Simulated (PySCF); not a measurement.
F2H5NOSi2, SMILES N[SiH2]O[SiH](F)F. Geometry optimised at PBE-D3(BJ)/def2-SVP. This is a generated structure with no PubChem entry under its InChIKey; it may be hypothetical. The values are those of a single conformer.

Computed equilibrium geometry at PBE-D3(BJ)/def2-SVP (PySCF confirms it by a frequency run) as a Z-matrix (one conformer of several):
```
O
Si 1 1.6386
F 2 1.6234 1 110.74
F 2 1.6322 3 106.15 1 118.14
Si 1 1.7076 2 134.58 3 100.46
N 5 1.7263 1 114.99 2 55.94
H 6 1.0228 5 120.00 1 72.74
H 6 1.0236 7 110.62 5 144.84
H 2 1.4817 3 109.04 4 118.14
H 5 1.4942 1 104.91 2 174.97
H 5 1.4978 10 113.66 1 -116.70
```
